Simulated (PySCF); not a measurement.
Si(F)2(Cl)(Br), SMILES F[Si](F)(Cl)Br (BrClF₂Si), CAM-B3LYP/def2-SVP optimised geometry.

```
5

F     -1.28    -1.43    -1.34
Si    -0.75    -0.75     0.00
F     -1.27     0.75     0.00
Cl     1.27    -0.75     0.00
Br    -1.58    -1.81     1.71
```

Density from CAM-B3LYP/def2-TZVP run with PySCF 2.14.0 at that geometry.

Minimum of the electron density along straight lines between bonded atoms, close to the bond critical point (lines longer than 1.1 times the sum of covalent radii, or with two minima, are not listed):

```
bond     length / Å  ρ at the minimum / e bohr⁻³  ∇²ρ there / e bohr⁻⁵  position (fraction from the first atom)
-------  ----------  ---------------------------  --------------------  ---------------------------------------
F1–Si2        1.596                        0.143                  0.98                                     0.58
Si2–F3        1.596                        0.143                  0.98                                     0.42
Si2–Cl4       2.021                        0.111            (withheld)                                     0.36
Si2–Br5       2.175                   (withheld)            (withheld)                                     0.35
```

What belongs in the gaps?


- Si2–Cl4, ∇²ρ there / e bohr⁻⁵: 0.23
- Si2–Br5, ρ at the minimum / e bohr⁻³: 0.102
- Si2–Br5, ∇²ρ there / e bohr⁻⁵: 0.06
